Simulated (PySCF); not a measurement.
A structure optimised at B3LYP-D3(BJ)/def2-TZVP, used in a PySCF frequency run:

```xyz
5

Mg     0.0000     0.0000     0.7520
H      0.0000     0.0000     2.4445
N      0.0000     0.0000    -1.1407
H      0.0000     0.8123    -1.7416
H      0.0000    -0.8123    -1.7416
```

Task: Write its SMILES, formula and point group.

Result: [NH2][MgH], H₃MgN, C2v

Task: What are its rotational constants (standard atomic weights)?

Result: 379.89, 11.468, 11.132 GHz
